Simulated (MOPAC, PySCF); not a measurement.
C2H5ClSi, SMILES `C([SiH2]Cl)=C` (C–C–Si–Cl torsion 119°), neutral singlet in the gas phase. 

Z-matrix (Å, degrees):
```
C
C 1 1.3305
H 2 1.0864 1 122.20
H 2 1.0867 3 116.07 1 -179.87
H 1 1.0883 2 118.83 3 -0.29
Si 1 1.8483 5 119.43 2 -179.39
H 6 1.4827 1 109.24 5 179.37
H 6 1.4827 7 110.64 4 123.97
Cl 6 2.0611 7 108.33 8 116.22
```
Charge 0, multiplicity 1.

All levels are single points at this geometry (PBE0-D4/def2-TZVP); Pople sets use spherical d functions. Orbital energies aren't observables, and empty levels follow the basis.

```
level                          HOMO (eV)  LUMO (eV)  gap (eV)  dipole (D)  vertical IE, Delta-SCF (eV)
-----------------------------  ---------  ---------  --------  ----------  ---------------------------
PBE-D3(BJ)/def2-TZVP in PySCF      -7.22      -1.92      5.30        1.87                            –
PBE0-D4/def2-TZVP in PySCF         -8.37      -0.92      7.45        1.97                        10.43
B3LYP/LANL2DZ in PySCF             -8.11      -1.04      7.08        2.78                            –
M06-2X/6-31G* in PySCF             -9.46       0.25      9.71        2.46                            –
HF/STO-3G in PySCF                 -9.20       7.39     16.59        3.05                            –
PM7 in MOPAC                      -11.06      -0.50     10.56        2.85                            –
```
